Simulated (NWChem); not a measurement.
System: C2H4FNSi; SMILES F[C@@H]1N=C[SiH2]1

```xyz
9

F      0.4869    -1.8614    -0.2296
C      0.0347    -0.7735     0.4463
N     -1.2816    -0.3323    -0.0266
C     -1.1299     0.9322    -0.2158
Si     0.7397     0.9778     0.0252
H     -0.0417    -1.0361     1.5169
H     -1.9820     1.5693    -0.4910
H      1.3953     1.8582     1.0427
H      1.5119     1.0370    -1.2496
```
Atoms are numbered in this order, from 1.

Results from NWChem. Coordinates come from a PBE0/def2-SVP optimisation. Level: PBE0/def2-SVP with SMD (1 M gas to 1 M solution), gas-phase geometry. Reactions with the solvent are ignored.

Q: Estimate the computed values for solvent water. Quantities: solvation free energy (kcal/mol); cavity-dispersion-structure term (kcal/mol); dipole in solution (D).

A: 
| Quantity | Value |
|---|---|
| solvation free energy (kcal/mol) | -2.2 |
| cavity-dispersion-structure term (kcal/mol) | 3.1 |
| dipole in solution (D) | 3.64 |
